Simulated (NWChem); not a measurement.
Species: hydrogen bromide (HBr); SMILES Br

Computed with NWChem. Coordinates come from a PBE0/def2-SVP optimisation. Total energies compare along this basis series because the functional is fixed.

```json
[
 {"level": "Hartree-Fock/3-21G", "basis functions": "24", "energy (Ha)": "-2560.6155", "highest occupied level (eV)": "-11.49", "orbital gap (eV)": "15.68", "dipole (D)": "1.32"},
 {"level": "Hartree-Fock/pcseg-1", "basis functions": "32", "energy (Ha)": "-2572.6674", "highest occupied level (eV)": "-11.78", "orbital gap (eV)": "15.06", "dipole (D)": "1.16"},
 {"level": "Hartree-Fock/aug-pcseg-1", "basis functions": "45", "energy (Ha)": "-2572.6713", "highest occupied level (eV)": "-11.90", "orbital gap (eV)": "12.69", "dipole (D)": "1.02"},
 {"level": "Hartree-Fock/pcseg-2", "basis functions": "57", "energy (Ha)": "-2573.0208", "highest occupied level (eV)": "-11.82", "orbital gap (eV)": "14.41", "dipole (D)": "1.04"},
 {"level": "Hartree-Fock/def2-TZVPP", "basis functions": "62", "energy (Ha)": "-2573.0015", "highest occupied level (eV)": "-11.81", "orbital gap (eV)": "14.83", "dipole (D)": "1.00"},
 {"level": "Hartree-Fock/def2-QZVP", "basis functions": "105", "energy (Ha)": "-2573.0512", "highest occupied level (eV)": "-11.83", "orbital gap (eV)": "14.25", "dipole (D)": "0.99"}
]
```
